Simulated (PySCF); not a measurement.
Ligands exchanged one at a time, Ga CH3-H. All species are isolated molecules in the gas phase. Strings in code marks are SMILES.

The numbers are results of PBE-D3(BJ)/def2-TZVP // B3LYP-D3(BJ)/def2-TZVP in PySCF 2.14.0, not measurements. Excitations are Tamm–Dancoff values on a coarser integration grid. The basis has no diffuse functions, so Rydberg states are missing or too high.

```csv
species,S1 excitation (TDA) (eV),T1 excitation (TDA) (eV)
0 of 3 CH3 replaced by H,4.94,4.65
1 of 3 CH3 replaced by H (`[CH3][GaH][CH3]`),4.77,…
2 of 3 CH3 replaced by H (`[CH3][GaH2]`),4.70,4.36
3 of 3 CH3 replaced by H (`[GaH3]`),–,–
```

Some entries are withheld; supply them.


- 1 of 3 CH3 replaced by H (`[CH3][GaH][CH3]`), T1 excitation (TDA) (eV): 4.47
